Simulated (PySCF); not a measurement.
A series of related molecules.

All values: B3LYP/def2-SVPD (PySCF) at PBE0-D3(BJ)/def2-SVP geometries, gas phase, one conformer each. Core orbitals are frozen in the response; Δα² is half the sum of the squared differences of the principal polarisabilities. Atoms past krypton carry effective core potentials. The calculation is non-relativistic apart from the core potentials, for bromine too.

Question: Rank by dipole moment, highest first.
A. W(NH)2(NMe2)2, `C[N](C)[W](=[NH])(=[NH])[N](C)C`
B. W(NH)2Br2, `[NH]=[W](=[NH])([Br])[Br]`
C. W(NH)2(OMe)2, `C[O][W](=[NH])(=[NH])[O]C`
D. W(NH)2Me2, `[CH3][W]([CH3])(=[NH])=[NH]`

Answer: B (2.67 D), C (0.99 D), A (0.83 D), D (0.25 D).

Question: Rank by HOMO energy, highest first.
A. W(NH)2(NMe2)2, `C[N](C)[W](=[NH])(=[NH])[N](C)C`
B. W(NH)2(CH2SiH3)2, `[NH]=[W](=[NH])([CH2][SiH3])[CH2][SiH3]`
C. W(NH)2Cl2, `[NH]=[W](=[NH])([Cl])[Cl]`
D. W(NH)2(OMe)2, `C[O][W](=[NH])(=[NH])[O]C`
E. W(NH)2Br2, `[NH]=[W](=[NH])([Br])[Br]`

Answer: A (-5.73 eV), D (-6.89 eV), B (-7.18 eV), E (-7.90 eV), C (-8.11 eV).

Question: Rank by HOMO–LUMO gap, highest first.
A. W(NH)2(CH2SiH3)2, `[NH]=[W](=[NH])([CH2][SiH3])[CH2][SiH3]`
B. W(NH)2Cl2, `[NH]=[W](=[NH])([Cl])[Cl]`
C. W(NH)2(OMe)2, `C[O][W](=[NH])(=[NH])[O]C`
D. W(NH)2Br2, `[NH]=[W](=[NH])([Br])[Br]`

Answer: C (5.89 eV), B (5.42 eV), A (5.28 eV), D (5.05 eV).

All values together:

```csv
SMILES,formula,μ (D),HOMO (eV),LUMO (eV),α (Å³),Δα (Å³),electrons,α per electron (Å³),ΔSCF removal energy (eV)
[NH]=[W](=[NH])([Cl])[Cl],Cl2H2N2W,2.79,-8.11,-2.69,12.57,1.34,124,0.101,–
[NH]=[W](=[NH])([Br])[Br],Br2H2N2W,2.67,-7.90,-2.84,15.10,3.51,160,0.094,9.82
C[O][W](=[NH])(=[NH])[O]C,C2H8N2O2W,0.99,-6.89,-0.99,14.17,3.43,124,0.114,8.85
C[N](C)[W](=[NH])(=[NH])[N](C)C,C4H14N4W,0.83,-5.73,-0.53,19.75,3.40,140,0.141,–
[NH]=[W](=[NH])([CH2][SiH3])[CH2][SiH3],C2H12N2Si2W,0.34,-7.18,-1.91,21.10,8.10,140,0.151,–
[CH3][W]([CH3])(=[NH])=[NH],C2H8N2W,0.25,-7.10,-1.82,12.69,0.17,108,0.117,9.05
```

Conformers: `[NH]=[W](=[NH])([Cl])[Cl]` (singlet state); `[NH]=[W](=[NH])([Br])[Br]` (singlet state); `C[O][W](=[NH])(=[NH])[O]C` (singlet state); `C[N](C)[W](=[NH])(=[NH])[N](C)C` (singlet state); `[NH]=[W](=[NH])([CH2][SiH3])[CH2][SiH3]` (singlet state); `[CH3][W]([CH3])(=[NH])=[NH]` (singlet state).

A dash marks a removal energy that wasn't run or isn't settled.

Q: How closely does the mean polarisability follow the number of electrons in this set?

A: The correlation coefficient is 0.51; α per electron runs from 0.094 to 0.151 Å³.
